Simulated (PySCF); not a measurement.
Compound: C3H14Ge3.
SMILES with atom numbers: `[CH3:1][CH2:2][Ge:3]([CH3:4])([GeH3:5])[GeH3:6]` (hydrogens: H7, H8, H9 on C1; H10, H11 on C2; H12, H13, H14 on C4; H15, H16, H17 on Ge5; H18, H19, H20 on Ge6)

Method: PBE0-D3(BJ)/def2-SVP geometry optimisation, gas phase in PySCF 2.14.0.

Task: What internal coordinates does the optimisation give?

Result: 
```tsv
bond	length (Å)	order
C1–C2	1.522	single
C2–Ge3	1.973	single
Ge3–C4	1.963	single
Ge3–Ge5, Ge3–Ge6	2.429	single
C1–H7, C1–H8, C1–H9	1.102	single
C2–H10, C2–H11	1.103	single
C4–H12, C4–H13, C4–H14	1.100	single
Ge5–H15 and 5 like bonds	1.543	single
```

Bonds in one row agree within 0.01 Å and their mean is given. Orders are formal, as drawn. A selection of angles:
```tsv
angle	degrees
C2–C1–H7	111.7
H7–C1–H8	107.2
C1–C2–Ge3	114.1
C1–C2–H10	110.9
Ge3–C2–H10	107.1
H10–C2–H11	106.3
C2–Ge3–C4	109.7
C2–Ge3–Ge5	109.0
C4–Ge3–Ge5	110.1
Ge5–Ge3–Ge6	109.0
Ge3–C4–H12	110.0
Ge3–C4–H14	110.8
H12–C4–H13	108.6
Ge3–Ge5–H15	111.1
H15–Ge5–H16	107.8
```

Torsions: C1–C2–Ge3–C4 -179° (antiperiplanar). The mirror-image conformer, all signs reversed, is as good.

Ge3 (germanium bonded to 2 C and 2 Ge) is tetrahedral (angles from 109.0° to 110.1°). Ge5 (germanium bonded to Ge and 3 H) is tetrahedral (angles from 107.8° to 111.4°).

Point group: near Cs, missed by 0.08 Å at most; the miss may be what the optimiser left on a soft mode. Whether it is a minimum is left open (no frequencies). One conformer, not necessarily the lowest.
